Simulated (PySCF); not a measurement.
An unknown is described by computed data only.

Formula: C7H15B.

- XPS: B1s 195.0, C1s 289.6, C1s 289.7, C1s 289.8, C1s 290.1, C1s 290.1, C1s 290.2, C1s 290.4 eV [ΔSCF SCAN, pcX-2 on the ionised atom, pcseg-1 elsewhere, spin-free X2C]
- UV, first state: lowest singlet excitation: 5.83 eV (213 nm, f = 0.005) [TDDFT wB97X-D/def2-SVPD]
- Rotational structure: rotational constants A, B, C: 2.476, 1.868, 1.275 GHz [PBE0-D3(BJ)/def2-SVP]
- 13C NMR: chemical shifts (computed TMS as zero) by class: 33.7 (1 C), 29.3 (1 C), 27.6 (1 C), 27.4 (1 C), 24.2 (1 C), 15.7 (1 C), 15.0 (1 C) ppm [GIAO PBE0/pcSseg-1]
- Polarisability: 94.3 au [wB97X-D/def2-SVPD]
- Valence photoelectron: vertical ionisation energy: 9.42 eV [ΔSCF wB97X-D/def2-SVPD]

Electronic properties: PySCF, gas phase, density fitting. Levels stand in brackets. One conformer (not necessarily the lowest) at the PBE0-D3(BJ)/def2-SVP geometry, without solvent, vibrations or thermal averaging. Each NMR value is the plain mean over a class of atoms that symmetry, rotation or inversion makes alike.

Task: Give a SMILES that accounts for the data.

Result: Numbering: `[CH3:1][B:2]1[CH2:3][CH2:4][CH2:5][CH2:6][C@H:7]1[CH3:8]`. 7 carbons fall into 7 classes; from least to most shielded: ring CH2 carbon [C6] (33.7 ppm), ring sp3 carbon bound to boron [C7] (29.3 ppm), ring sp3 carbon bound to boron [C3] (27.6 ppm), ring CH2 carbon [C4] (27.4 ppm), ring CH2 carbon [C5] (24.2 ppm), methyl carbon [C8] (15.7 ppm), chain sp3 carbon bound to boron [C1] (15.0 ppm). The core levels belong to: B1s 195.0 eV, three-coordinate boron [B2]; C1s 289.6 eV, sp3 carbon bound to boron [C7]; C1s 289.7 eV, sp3 carbon bound to boron [C3]; C1s 289.8 eV, sp3 carbon bound to boron [C1]; C1s 290.1 eV, ring CH2 carbon [C6]; C1s 290.1 eV, ring CH2 carbon [C5]; C1s 290.2 eV, ring CH2 carbon [C4]; C1s 290.4 eV, methyl carbon [C8]. The first electron is taken from the HOMO, whose largest Löwdin shares are 0.21 on an sp3 carbon bound to boron, 0.20 on the three-coordinate boron, 0.14 on an sp3 carbon bound to boron and 0.07 on a ring CH2 carbon. The optimised geometry has point group C1 and is an asymmetric top. Structure: `[C@H]1(C)B(CCCC1)C`. Computed isomers that give other values at the same levels: `CC(C)(C)BC1CC1` (13C chemical shifts (computed TMS as zero) by class: 27.0 (3 C), 26.9 (1 C), 10.7 (1 C), 10.6 (2 C) ppm); `CC[C@H]1BCCCC1` (core binding energies: B1s 195.3, C1s 289.7, C1s 289.8, C1s 290.2, C1s 290.3, C1s 290.3, C1s 290.3, C1s 290.3 eV); `CCC[C@@H]1BCCC1` (core binding energies: B1s 195.3, C1s 289.7, C1s 289.9, C1s 290.2, C1s 290.2, C1s 290.3, C1s 290.3, C1s 290.4 eV). The assignments are read from this structure; whether some other isomer fits the data as well wasn't checked. The mirror image fits equally.
